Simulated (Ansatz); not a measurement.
Redistribution: C2HClF4 + C2H3F3 → C2HF5 + C2H3ClF2

Gas-phase species: C2HClF4 `FC(Cl)C(F)(F)F`, singlet; C2H3F3 (1,1,2-trifluoroethane) `FCC(F)F`, singlet; C2HF5 (pentafluoroethane) `FC(F)C(F)(F)F`, singlet; C2H3ClF2 `FCC(F)Cl`, singlet. The partners trade Cl for F; both sit on C, so the bond types are kept.

Shapes, held fixed at every level: PBE0-D4/def2-TZVP. Flexible molecules stand in one conformer, not always the lowest. Programs: Ansatz 0.2.0. The zero-point and thermal change to 298 K, harmonic and unscaled (PBE0-D4/def2-TZVP), is +0.3 kJ/mol.

| level | kind | ΔH(298 K) (kJ/mol) | less CCSD(T)/CBS estimate |
| --- | --- | --- | --- |
| HF/def2-TZVPP | Hartree–Fock | -2.9 | -1.0 |
| PBE-D4/def2-TZVPP | GGA | -2.7 | -0.8 |
| r2SCAN-D4/def2-TZVPP | meta-GGA | -2.7 | -0.8 |
| wB97X-V/def2-TZVPP | range-separated hybrid | -1.4 | +0.5 |
| B2PLYP/def2-TZVPP | double hybrid | -2.4 | -0.5 |
| MP2/def2-TZVPP | perturbation theory | -2.5 | -0.6 |
| CCSD/def2-SVP | coupled cluster or CI | -0.5 | +1.4 |
| CCSD(T)/CBS estimate | coupled cluster or CI | -1.9 | 0.0 |

The highest level, CCSD(T)/CBS estimate, gives ΔH(298 K) = -1.9 kJ/mol; the levels span -2.9 to -0.5. That is about zero within the method's error. The column of differences is taken from that level and isn't an error. No measured value is set beside it here. The CBS estimate extrapolates MP2 from def2-TZVPP and def2-QZVPP and adds CCSD(T) − MP2 in the triple-zeta set, cores frozen.
